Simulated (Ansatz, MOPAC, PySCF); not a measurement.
Molecule: BO, charge 0, multiplicity 2. SMILES: [B]=O
Geometry from a B3LYP-D3(BJ)/def2-TZVP (Ansatz, a quantum-chemistry and plane-wave program) optimisation:
```
B
O 1 1.2021
```
Charge 0, spin multiplicity 2.

Unscaled harmonic wavenumbers (cm⁻¹) in rising order, each level at the stationary point that it reaches from this structure (no distance between atoms moves by over 0.3 Å); the order of modes can differ between levels, and a negative number is imaginary. B3LYP-D3(BJ)/def2-TZVP (PySCF, at the structure above): 1924.

PM3 (MOPAC): 2119. Zero-point energy 3.0 against 2.8 kcal/mol; where all levels lie over 400 cm⁻¹, the wavenumbers are on average 1.102 times those of B3LYP-D3(BJ)/def2-TZVP.

PM6 (MOPAC): 1821. Zero-point energy 2.6 against 2.8 kcal/mol; where all levels lie over 400 cm⁻¹, the wavenumbers are on average 0.946 times those of B3LYP-D3(BJ)/def2-TZVP.

PM7 (MOPAC): 1456. Zero-point energy 2.1 against 2.8 kcal/mol; where all levels lie over 400 cm⁻¹, the wavenumbers are on average 0.757 times those of B3LYP-D3(BJ)/def2-TZVP.

HF/3-21G (Ansatz): 1965. Zero-point energy 2.8 against 2.8 kcal/mol; where all levels lie over 400 cm⁻¹, the wavenumbers are on average 1.022 times those of B3LYP-D3(BJ)/def2-TZVP.
